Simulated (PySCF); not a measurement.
Al(Me)(OAc)2, SMILES CC(=O)[O][Al]([CH3])[O]C(C)=O, GFN2-xTB optimised geometry.

```
19

Al    -1.85    -0.47     0.00
C     -2.98    -0.44     1.62
H     -2.44    -0.76     2.51
H     -3.85    -1.10     1.53
H     -3.37     0.56     1.84
O     -1.10     1.39     0.00
C      0.00     0.81     0.06
C      1.28     1.55     0.23
O      0.02    -0.47     0.00
H      2.13     0.88     0.12
H      1.30     2.00     1.23
H      1.33     2.36    -0.49
O     -2.50    -0.53    -1.73
C     -2.57    -1.80    -1.65
C     -3.21    -2.57    -2.77
O     -2.13    -2.36    -0.64
H     -3.21    -3.63    -2.53
H     -2.65    -2.39    -3.68
H     -4.22    -2.20    -2.91
```

Density from B3LYP/def2-SVP (PySCF) at that geometry.

Minimum of the electron density along straight lines between bonded atoms, close to the bond critical point (lines longer than 1.1 times the sum of covalent radii, or with two minima, are not listed):

```json
[
 {"bond": "Al1–C2", "length / Å": "1.978", "ρ at the minimum / e bohr⁻³": "0.082", "∇²ρ there / e bohr⁻⁵": "0.32", "position (fraction from the first atom)": "0.40"},
 {"bond": "C2–H3", "length / Å": "1.090", "ρ at the minimum / e bohr⁻³": "0.267", "∇²ρ there / e bohr⁻⁵": "-0.92", "position (fraction from the first atom)": "0.62"},
 {"bond": "C2–H4", "length / Å": "1.090", "ρ at the minimum / e bohr⁻³": "0.268", "∇²ρ there / e bohr⁻⁵": "-0.93", "position (fraction from the first atom)": "0.62"},
 {"bond": "C2–H5", "length / Å": "1.090", "ρ at the minimum / e bohr⁻³": "0.268", "∇²ρ there / e bohr⁻⁵": "-0.93", "position (fraction from the first atom)": "0.62"},
 {"bond": "Al1–O6", "length / Å": "2.005", "ρ at the minimum / e bohr⁻³": "0.050", "∇²ρ there / e bohr⁻⁵": "0.28", "position (fraction from the first atom)": "0.42"},
 {"bond": "O6–C7", "length / Å": "1.243", "ρ at the minimum / e bohr⁻³": "0.388", "∇²ρ there / e bohr⁻⁵": "-0.05", "position (fraction from the first atom)": "0.67"},
 {"bond": "C7–C8", "length / Å": "1.494", "ρ at the minimum / e bohr⁻³": "0.266", "∇²ρ there / e bohr⁻⁵": "-0.67", "position (fraction from the first atom)": "0.53"},
 {"bond": "Al1–O9", "length / Å": "1.862", "ρ at the minimum / e bohr⁻³": "0.069", "∇²ρ there / e bohr⁻⁵": "0.48", "position (fraction from the first atom)": "0.42"},
 {"bond": "C7–O9", "length / Å": "1.276", "ρ at the minimum / e bohr⁻³": "0.361", "∇²ρ there / e bohr⁻⁵": "-0.26", "position (fraction from the first atom)": "0.33"},
 {"bond": "C8–H10", "length / Å": "1.086", "ρ at the minimum / e bohr⁻³": "0.280", "∇²ρ there / e bohr⁻⁵": "-1.06", "position (fraction from the first atom)": "0.64"},
 {"bond": "C8–H11", "length / Å": "1.088", "ρ at the minimum / e bohr⁻³": "0.275", "∇²ρ there / e bohr⁻⁵": "-1.01", "position (fraction from the first atom)": "0.63"},
 {"bond": "C8–H12", "length / Å": "1.087", "ρ at the minimum / e bohr⁻³": "0.277", "∇²ρ there / e bohr⁻⁵": "-1.03", "position (fraction from the first atom)": "0.64"},
 {"bond": "Al1–O13", "length / Å": "1.853", "ρ at the minimum / e bohr⁻³": "0.071", "∇²ρ there / e bohr⁻⁵": "0.50", "position (fraction from the first atom)": "0.42"},
 {"bond": "O13–C14", "length / Å": "1.279", "ρ at the minimum / e bohr⁻³": "0.359", "∇²ρ there / e bohr⁻⁵": "-0.27", "position (fraction from the first atom)": "0.67"},
 {"bond": "C14–C15", "length / Å": "1.494", "ρ at the minimum / e bohr⁻³": "0.266", "∇²ρ there / e bohr⁻⁵": "-0.67", "position (fraction from the first atom)": "0.53"},
 {"bond": "Al1–O16", "length / Å": "2.014", "ρ at the minimum / e bohr⁻³": "0.049", "∇²ρ there / e bohr⁻⁵": "0.27", "position (fraction from the first atom)": "0.42"},
 {"bond": "C14–O16", "length / Å": "1.241", "ρ at the minimum / e bohr⁻³": "0.389", "∇²ρ there / e bohr⁻⁵": "-0.02", "position (fraction from the first atom)": "0.33"},
 {"bond": "C15–H17", "length / Å": "1.086", "ρ at the minimum / e bohr⁻³": "0.280", "∇²ρ there / e bohr⁻⁵": "-1.07", "position (fraction from the first atom)": "0.64"},
 {"bond": "C15–H18", "length / Å": "1.088", "ρ at the minimum / e bohr⁻³": "0.275", "∇²ρ there / e bohr⁻⁵": "-1.02", "position (fraction from the first atom)": "0.63"},
 {"bond": "C15–H19", "length / Å": "1.088", "ρ at the minimum / e bohr⁻³": "0.276", "∇²ρ there / e bohr⁻⁵": "-1.03", "position (fraction from the first atom)": "0.63"}
]
```
